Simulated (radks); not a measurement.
The numbers below are computed, except where a source is named.
Polarisability of the tellurium ion Te+, [Kr] 4d10 5s2 5p3, at imaginary frequency. Code: a radial shooting solver on a logarithmic mesh with Libxc functionals. Model: scalar-relativistic Kohn-Sham, LDA (Slater exchange, VWN5 correlation), spin-unpolarised, spherical densities, finite nucleus; Fermi nuclear charge, rms radius 4.7423 fm. Response by self-consistent Sternheimer equations with the Hartree and adiabatic LDA kernel, the relativistic mass of each level held fixed and spin-orbit coupling left out.

w (hartree),alpha1(iw) (bohr^3)
0.00266,22.91
0.0143,22.89
0.0360,22.76
0.0697,22.36
0.118,21.40
0.186,19.56
0.280,16.63
0.413,12.89
0.605,9.034
0.892,5.794
1.35,3.470
2.12,1.943
3.59,0.9527
6.94,0.3491
17.5,0.07632

Static values: alpha1 = 22.92 bohr^3 (3.396 angstrom^3; uncoupled 37.49). C6 = 195.2, triple-dipole C9 = 3183 atomic units. One-pole (London) frequency 4 C6 / (3 alpha1^2) = 0.496 hartree, against 0.511 for minus the highest occupied eigenvalue.
